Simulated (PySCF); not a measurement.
**Mayer bond orders and bond lengths**

Compound: GeH₆OSSi.
Atom-mapped SMILES: `[SiH3:1][O:2][GeH2:3][SH:4]` (hydrogens: H5, H6, H7 on Si1; H8, H9 on Ge3; H10 on S4)

Structure used (PBE0-D3(BJ)/def2-SVP), in Å, numbered top down from 1:
```xyz
10
GeH6OSSi angstrom
Si    -1.5376    0.7100   -0.2841
O     -0.4398    0.2909    0.8947
Ge     0.9845   -0.7673    0.8791
S      1.8248   -0.8362   -1.1761
H     -2.0328   -0.4949   -1.0189
H     -2.6836    1.3778    0.3958
H     -0.9354    1.6577   -1.2708
H      1.9711   -0.1569    1.8810
H      0.5563   -2.2040    1.2076
H      2.3010    0.4274   -1.1304
```

Bond orders from the PBE0/pcSseg-1 density (PySCF). One conformer (not necessarily the lowest) at the PBE0-D3(BJ)/def2-SVP geometry, without solvent, vibrations or thermal averaging. The calculation is non-relativistic, for germanium too.

(1) Where do the orders between heavy atoms depart from those drawn in the SMILES?

(2) Give the Mayer order of every bond, beside its length.

(3) Sum the orders of all bonds at each heavy atom with more than one neighbour and set the sums beside the valence in the SMILES.

Answers

(1) The largest departure is 0.210, at O2–Ge3 (drawn single, 0.790). Drawn single, order below 0.88: O2–Ge3 (0.790).

(2) 
| bond | drawn as | length (Å) | Mayer order |
| --- | --- | --- | --- |
| Si1–O2 | single | 1.664 | 0.925 |
| O2–Ge3 | single | 1.774 | 0.790 |
| Ge3–S4 | single | 2.221 | 1.073 |
| Si1–H5 | single | 1.496 | 0.919 |
| Si1–H6 | single | 1.490 | 0.929 |
| Si1–H7 | single | 1.495 | 0.917 |
| Ge3–H8 | single | 1.533 | 0.922 |
| Ge3–H9 | single | 1.535 | 0.932 |
| S4–H10 | single | 1.351 | 0.918 |

(3) Si1 3.690 (drawn 4), O2 1.715 (drawn 2), Ge3 3.717 (drawn 4), S4 1.991 (drawn 2). Orders between atoms that aren't bonded are not in these sums.

Mayer orders depend on the basis set.
